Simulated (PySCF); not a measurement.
# `CCC/C=C/[C@H](C)NC`, C8H17N

Geometry (Å), atoms numbered from 1 in this order:
```xyz
26

C     4.2380    0.1890   -0.0239
C     2.8083    0.7123    0.0319
C     1.8023   -0.3181   -0.4906
C     0.4054    0.2136   -0.4433
C    -0.5776   -0.3146    0.2650
C    -1.9726    0.2359    0.3441
C    -2.2355    0.7522    1.7595
N    -2.9166   -0.8331    0.0393
C    -2.9011   -1.2208   -1.3549
H     4.3399   -0.7088    0.5818
H     4.5172   -0.0560   -1.0468
H     4.9325    0.9371    0.3518
H     2.5515    0.9678    1.0626
H     2.7323    1.6244   -0.5643
H     1.8707   -1.2299    0.1058
H     2.0594   -0.5681   -1.5246
H     0.2300    1.1089   -1.0280
H    -0.4201   -1.2112    0.8484
H    -2.0685    1.0786   -0.3698
H    -3.2279    1.1934    1.8299
H    -1.4987    1.5064    2.0242
H    -2.1693   -0.0700    2.4669
H    -3.8536   -0.5392    0.3008
H    -3.6235   -2.0207   -1.5084
H    -1.9069   -1.5921   -1.6033
H    -3.1366   -0.3911   -2.0410
```

Theory: GIAO wB97X-D/pcSseg-1 magnetisability, rotational g tensor and spin-rotation constants, non-relativistic, gas phase (PySCF). Geometry: GFN2-xTB.

Give the nuclear spin-rotation constants along the inertial axes (H = +C I·J) beside the isotropic shieldings.

Rotational constants 3.3429, 0.5862, 0.5221 GHz. A star marks the isotopologue with that one atom substituted, in its own axes.
```tsv
atom	isotope	Caa (kHz)	Cbb (kHz)	Ccc (kHz)	mean (kHz)	σ (ppm)
N8	14N	0.121	0.035	0.032	0.062	208.8
H10	1H	-0.367	-0.067	0.013	-0.141	30.9
H11	1H	-0.336	0.002	-0.054	-0.129	30.9
H12	1H	-0.150	-0.031	-0.051	-0.077	30.6
H13	1H	-0.342	0.007	-0.054	-0.130	30.6
H14	1H	-0.359	-0.067	0.015	-0.137	30.5
H15	1H	-0.356	-0.070	0.022	-0.135	29.9
H16	1H	-0.325	0.011	-0.054	-0.123	29.8
H17	1H	-0.330	-0.070	0.054	-0.116	26.0
H18	1H	-0.340	-0.071	0.054	-0.119	26.2
H19	1H	-0.349	-0.061	0.024	-0.129	29.0
H20	1H	-0.027	-0.056	-0.051	-0.045	30.8
H21	1H	-0.124	-0.037	-0.052	-0.071	30.8
H22	1H	-0.385	-0.062	0.014	-0.144	30.5
H23	1H	-0.033	-0.061	-0.063	-0.052	31.7
H24	1H	-0.049	-0.044	-0.042	-0.045	29.2
H25	1H	0.042	-0.045	-0.054	-0.019	29.2
H26	1H	-0.332	-0.062	0.015	-0.126	29.6
C1	13C*	0.430	0.085	0.076	0.197	169.9
C2	13C*	0.510	0.091	0.086	0.229	158.4
C3	13C*	0.544	0.108	0.095	0.249	146.4
C4	13C*	1.128	0.107	0.246	0.494	46.1
C5	13C*	1.162	0.123	0.241	0.509	40.6
C6	13C*	0.689	0.133	0.103	0.308	123.6
C7	13C*	0.510	0.077	0.092	0.226	160.8
C9	13C*	0.688	0.081	0.088	0.286	148.8
```
For the geometry as given, no vibrational averaging.
